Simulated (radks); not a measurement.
Problem. Numerical settings for neutral praseodymium, [Xe] 4f3 6s2. Calculated with a radial shooting solver on a logarithmic mesh with Libxc functionals: scalar-relativistic Kohn-Sham, PBE, spin-polarised, spherical densities, point nucleus; open shells are filled with parallel spins first (spin-orbit coupling, left out, can overturn this in heavy ions). The defaults (mesh step 0.008 in ln r, mesh end at 40 bohr or more with all orbitals vanishing there, Anderson mixing 0.5 over 9 steps, residual threshold near 1e-9 with the energy settled to 1e-9 hartree or 1e-11 of itself, here a cap of 83 iterations) give E = -9237.3800 hartree and 4f at -1.845 eV in 14 iterations. Run on one thread of a shared host, so times are rough (Arm Neoverse V1): 0.28 s of CPU time, 0.28 s wall, 14 iterations on 2728 mesh points. One setting is changed at a time: mesh step in ln r 0.05; mesh step in ln r 0.03; mesh step in ln r 0.02; mesh end (bohr) 3; mesh end (bohr) 20; residual threshold 1e-16; residual threshold 0.001; mixing 2.5; linear mixing, mixing 0.8; linear mixing, mixing 0.05; mixing history 20; iteration cap 8. Which runs fail to converge, and which converge to a wrong energy?

Solution. Not converged within the cap: residual threshold 1e-16; linear mixing, mixing 0.8; linear mixing, mixing 0.05; iteration cap 8. Settled on a wrong energy, with an occupied level pushed above zero by the early mesh end: mesh end (bohr) 3 (+4.63 hartree). Apart from these: no run marked as converged misses the energy by more than 1 mhartree.
